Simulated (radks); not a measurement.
Question: Neutral ytterbium, [Xe] 4f14 6s2. Calculated with a radial shooting solver on a logarithmic mesh with Libxc functionals: non-relativistic Kohn-Sham, PBE, spin-polarised, spherical densities, point nucleus. Every spin shell is full or empty, so the densities are truly spherical. Functionals are evaluated on that one density, not self-consistently. Rank these exchange functionals by their error against the exact value of the orbitals, and give that value: LDA, B88, PBE, PBEsol, revPBE, WC, APBE, TPSS, revTPSS, Tao-Mo, TASK.

Answer: Exact: -275.800 hartree. From best to worst, with 100 (|E| - |E exact|)/|E exact| (equal figures are ties): revPBE +0.02, PBE -0.07, TPSS -0.13, B88 +0.35, WC -0.39, APBE +0.56, Tao-Mo -0.57, revTPSS -0.65, PBEsol -1.63, TASK -1.79, LDA -3.79.
